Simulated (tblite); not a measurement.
C8H10Si.
SMILES with atom numbers: `[CH:1]#[C:2][C@H:3]([CH3:4])[C:5]1=[CH:6][SiH2:7][CH:8]=[CH:9]1` (hydrogens: H10 on C1; H11 on C3; H12, H13, H14 on C4; H15 on C6; H16, H17 on Si7; H18 on C8; H19 on C9)

Structure used (GFN2-xTB), in Å, numbered top down from 1:
```
atom  x, y, z in Å
C1    -2.597    1.104    1.765
C2    -1.999    0.718    0.803
C3    -1.289    0.222   -0.363
C4    -1.774   -1.197   -0.703
C5     0.205    0.210   -0.153
C6     0.838    0.268    1.028
Si7    2.698    0.162    0.764
C8     2.386    0.041   -1.094
C9     1.071    0.087   -1.326
H10   -3.117    1.453    2.607
H11   -1.518    0.884   -1.210
H12   -1.266   -1.565   -1.591
H13   -1.559   -1.870    0.125
H14   -2.847   -1.197   -0.883
H15    0.299    0.363    1.956
H16    3.423    1.375    1.146
H17    3.305   -1.046    1.325
H18    3.107   -0.046   -1.890
H19    0.625    0.043   -2.312
```

Computed values, GFN2-xTB/tblite, gas phase, harmonic and unscaled. Against measured fundamentals such values can be off by several per cent, at times by over 20. Modes of hydrogen on silicon can be 10 to 20 % off. One conformer, not necessarily the lowest.

Harmonic wavenumbers (cm⁻¹): 43.7, 98.7, 125.5, 181.7, 199.7, 222.8, 282.8, 305.9, 389.2, 455.6, 479.1, 486.6, 511.4, 570.6, 601.4, 615.8, 665.1, 675.9, 745.8, 775.1, 783.7, 793.0, 827.4, 869.6, 916.9, 927.1, 1022.0, 1063.4, 1095.1, 1120.4, 1135.5, 1198.5, 1254.8, 1292.2, 1339.8, 1402.1, 1490.3, 1497.7, 1567.7, 1627.6, 2244.7, 2252.7, 2291.6, 2882.0, 3028.2, 3030.4, 3037.2, 3039.0, 3093.0, 3103.1, 3394.8.

A = 2685, B = 896.9, C = 732.1 MHz; mass 134.055 u (most abundant isotopes); point group C1, symmetry number 1.

Problem. Zero-point energy?

Solution. Half the sum of the wavenumbers: 31527 cm⁻¹ = 377.15 kJ/mol.

Problem. What is S at 298.15 K and 1 bar for an ideal gas of classical rigid rotors and harmonic oscillators?

Solution. Translation 169.94, rotation 123.81, vibration 120.39: S = 414.1 J/(mol K).

Problem. And Cp and H(298.15 K) − H(0)?

Solution. Cp = 174.03 J/(mol K), of which vibrations give 140.78 (their classical limit is 51 R = 424.0); H(298.15 K) − H(0) = 29.86 kJ/mol without the zero-point energy, 19.94 from vibrations.

Problem. How do the functions run with temperature in this model?

Solution. 
```tsv
T (K)	S (J/(mol K))	Cp (J/(mol K))	H − H(0) (kJ/mol)	G − H(0) (kJ/mol)	ln q(vib)
50	244.9	51.0	2.01	-10.24	0.43
100	287.8	75.2	5.17	-23.61	1.43
373.15	456.9	207.1	44.18	-126.29	8.48
500	524.1	252.4	73.45	-188.58	11.96
750	638.8	313.0	144.74	-334.40	18.60
1000	734.6	352.2	228.21	-506.42	24.74
```

q(vib) and H(0) count from the zero-point level.

Problem. Blend soft modes into free rotors: weight 1/[1 + (100 cm⁻¹/ν̃)⁴] for the oscillator and the rest for a rotor with moment μB/(μ + B), μ = h/(8π²ν), B = 10⁻⁴⁴ kg m². What vibrational entropy results?

Solution. 113.03 J/(mol K) in place of 120.39, which changes −T·S at 298.15 K by +2.20 kJ/mol.

Hindered rotation and anharmonicity are outside this model. Other conformers, if any are populated, would add a mixing term that is left out. The structure is chiral; the term R ln 2 for an equal mix with its mirror image is left out.

Hardware: x86-64 server, one thread, on a shared host. This covers the Hessian and the dipole derivatives.
